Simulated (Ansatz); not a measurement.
Compare A (`CBB(C)[SiH3]`) with its isomer B (`BB(C)C[SiH3]`).

Isolated molecules relaxed with PBE0-D4/def2-TZVP in Ansatz; ΔE leaves out vibrations. CCSD(T)/CBS adds triple-zeta CCSD(T) − MP2 to the extrapolated MP2 energy (def2 sets, frozen cores). Functionals use def2-TZVPP. B3LYP here is the variant with VWN-RPA as its local correlation; programs differ in this. Each species was taken in one conformer, which may not be the lowest.

Problem. Which is lower in electronic energy at CCSD(T)/CBS, and by how much? (Best estimate.)

Solution. The calculation gave: B, by 4.5 kcal/mol.

Problem. Give E(B) − E(A) in kcal/mol with B3LYP, B3LYP-D4, MP2/def2-TZVPP, r2SCAN-D4, HF/def2-TZVPP, CCSD(T)/def2-TZVPP, ωB97M-V. (Estimate.)

Solution. The calculation gave: B3LYP -2.2, B3LYP-D4 -3.0, MP2/def2-TZVPP -6.1, r2SCAN-D4 -2.0, HF/def2-TZVPP -6.2, CCSD(T)/def2-TZVPP -4.5, ωB97M-V -4.6. None reverses the order clearly.

Largest T1 diagnostic: 0.013.

From PBE to PBE0 (25 % exact exchange), in def2-TZVPP and without D4, E(B) − E(A) moves by −1.7 kcal/mol. The D4 term adds −0.8 kcal/mol with B3LYP and −0.4 kcal/mol with PBE0; it sums over pairs of atoms, weighted by their polarisabilities, and B3LYP, whose exchange is more repulsive, gets the larger term.
